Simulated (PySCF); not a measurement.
CdS, SMILES [S]=[Cd].

Geometry optimised at B3LYP-D3(BJ)/def2-TZVPD. The def2 effective core potentials stand for the cores of Cd; spin–orbit coupling is left out.

The numbers are results of TDA-PBE0/def2-TZVPD (PySCF), not measurements.

Vertical excitations; the highest root listed may be one member of a degenerate set. Gas-phase values at a fixed geometry. State labels are in the subgroup C2v.

Computed excitation energies, oscillator strengths and character:
```tsv
state	symmetry	energy (eV)	λ (nm)	f	main pairs
S1	B2	0.69	1794	0.002	HOMO→LUMO (degenerate set)
S2	B1	0.69	1794	0.002	HOMO−1→LUMO (degenerate set)
S3	A1	3.76	330	0.085	HOMO−2→LUMO 57 %, HOMO→LUMO+1 21 %, HOMO−1→LUMO+2 21 %
S4	A2	4.22	293	0.000	HOMO→LUMO+2 50 %, HOMO−1→LUMO+1 50 %
S5	A1	4.29	289	0.000	HOMO−1→LUMO+2, HOMO→LUMO+1 (degenerate set)
S6	A2	4.29	289	0.000	HOMO−1→LUMO+1, HOMO→LUMO+2 (degenerate set)
S7	B2	6.08	204	0.033	HOMO→LUMO+3 (degenerate set)
S8	B1	6.08	204	0.033	HOMO−1→LUMO+3 (degenerate set)
S9	A1	6.44	193	1.251	HOMO−2→LUMO 25 %, HOMO→LUMO+1 20 %, HOMO−1→LUMO+2 20 %, HOMO→LUMO+4 11 %
S10	B2	6.92	179	0.210	HOMO−2→LUMO+1 87 %
T1	B2	0.12	10289	0	HOMO→LUMO (degenerate set)
T2	B1	0.12	10289	0	HOMO−1→LUMO (degenerate set)
T3	A1	1.99	623	0	HOMO−2→LUMO 98 %
T4	A1	3.86	321	0	HOMO→LUMO+1 49 %, HOMO−1→LUMO+2 49 %
```
Triplets are in the Tamm–Dancoff approximation.
